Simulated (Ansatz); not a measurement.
`[OH][InH][SH]` + Cl• → `[OH][In][SH]`• + HCl  (hydrogen abstraction from the In–H bond)

Computed with Ansatz on PBE0-D4/def2-TZVP structures; ΔE is electronic, products minus reactants. CCSD(T)/CBS is the MP2 limit (def2-TZVPP, def2-QZVPP) plus CCSD(T) − MP2 in def2-TZVPP, frozen cores. This one scheme is used for every species, atoms too. Functionals use def2-TZVPP. B3LYP here is the variant with VWN-RPA as its local correlation; programs differ in this. Open shells (•) are unrestricted, without spin–orbit coupling. Spin–orbit coupling would lower the free atoms: a little for Cl. Elements past krypton have def2 core potentials. For In outer-core shells are correlated without core-valence functions, so the limit isn't a true one: a few kJ/mol of doubt a bond, and 10 to 20 or more in all where bonds break to atoms. One conformer a species, not always the lowest.

`[OH][InH][SH]`:

Z-matrix (Å, degrees):
```
In
S 1 2.367
O 1 1.985 2 108.2
H 1 1.703 2 128.4 3 -180.0
H 2 1.345 1 91.6 3 0.0
H 3 0.960 1 113.9 2 -179.9
```

`[OH][In][SH]`•:

Cartesian coordinates in Å:
```
O 0.987 -0.900 -0.646
In -0.433 0.489 -0.924
S -1.383 1.240 1.181
H 1.392 -1.230 -1.452
H -0.563 0.400 1.841
```

HCl:

Cartesian coordinates in Å:
```
Cl -0.444 0.423 -0.181
H 0.444 -0.423 0.181
```

Task: Is it downhill or uphill in electronic energy at CCSD(T)/CBS, and by how much? (Best estimate.)

Result: Ansatz gave: Downhill: ΔE = -143.7 kJ/mol.

Task: What do these levels give: PBE-D4, ωB97X-V, B3LYP, HF/def2-TZVPP, MP2/def2-TZVPP, CCSD/def2-TZVPP, CCSD(T)/def2-TZVPP, HF/def2-QZVPP, MP2/def2-QZVPP, CCSD/def2-QZVPP, CCSD(T)/def2-QZVPP, CCSD/CBS(def2)? (An estimate is asked.)

Result: Computed: PBE-D4 -170.2, ωB97X-V -136.7, B3LYP -154.3, HF/def2-TZVPP -98.4, MP2/def2-TZVPP -148.6, CCSD/def2-TZVPP -131.4, CCSD(T)/def2-TZVPP -137.1, HF/def2-QZVPP -99.1, MP2/def2-QZVPP -152.6, CCSD/def2-QZVPP -135.1, CCSD(T)/def2-QZVPP -140.9, CCSD/CBS(def2) -137.9 kJ/mol.

Largest T1 diagnostic among the species: 0.020.

From PBE to PBE0 (25 % exact exchange), in def2-TZVPP and without D4, ΔE moves by +15.6 kJ/mol. In def2-TZVPP, CCSD(T) changes the Hartree–Fock value by −38.7 kJ/mol (the triples alone add −5.7 kJ/mol) and MP2 by −50.2 kJ/mol.
